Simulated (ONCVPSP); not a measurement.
Pseudopotential generation for Ta (Z = 73): ONCV, LDA (Perdew-Wang 92), scalar-relativistic.

tantalum (Ta), optimised norm-conserving Vanderbilt (ONCV), made with ONCVPSP 4.0.1 (LDA (Perdew-Wang 92), scalar-relativistic). Core [Kr] 4d10, reference 4f14 5s2 5p6 5d2 (charge +3). Waves: 5s: rc 1.40 bohr, ncon 4, nbas 8, qcut 7.8 1/bohr, 2 projectors, debl 3.7 Ha; 5p: rc 1.80 bohr, ncon 5, nbas 9, qcut 7.3 1/bohr, 3 projectors, debl 1 Ha; 5d: rc 2.75 bohr, ncon 4, nbas 9, qcut 6.8 1/bohr, 1 projector; 4f: rc 0.80 bohr, ncon 4, nbas 9, qcut 21.9 1/bohr, 2 projectors, debl 2.7 Ha. Local part: polynomial inside 0.55 bohr (lpopt 5, dvloc0 2 Ha). Core correction: Teter function fitted to the true core (icmod 2), fcfact 0.35.

In the s channel the program set the typed energies aside and used -3.725, 0.250 Ha. In the p channel the program set the typed energies aside and used -2.478, 0.250, 1.250 Ha.

Q: Does the generator finish with these settings?

A: Yes, a potential is produced and its reference levels are reproduced.

Q: Estimate the cutoffs (Ha) at which the residual kinetic energy of the hardest occupied pseudo-wave falls to 1 and 0.1 mHa per electron.

A: 204 Ha and 222 Ha.

Q: Does the potential have ghost states?

A: Ghosts flagged at negative energy: s at -1332.4 eV, p at -297.2 eV, d at -121.2 eV; GHOST(+) flagged for s at 227.9 eV. A true bound ghost makes a file unfit for plane-wave use.

Q: Which valence shell sets the plane-wave cutoff?

A: 4f: 204 Ha for 1 mHa per electron, against 25 Ha for 5s.

Q: Tests: 4f14 5s2 5p6 5d3 6s2; 4f14 5s2 5p6 5d3 6s1; 4f14 5s2 5p6 5d3; 4f13 5s2 5p6 5d4 6s1. Which has the largest error in its energy relative to the reference configuration, and how large is it?

A: 4f13 5s2 5p6 5d4 6s1, with -335 meV (all-electron minus pseudo) on -14.08 eV.
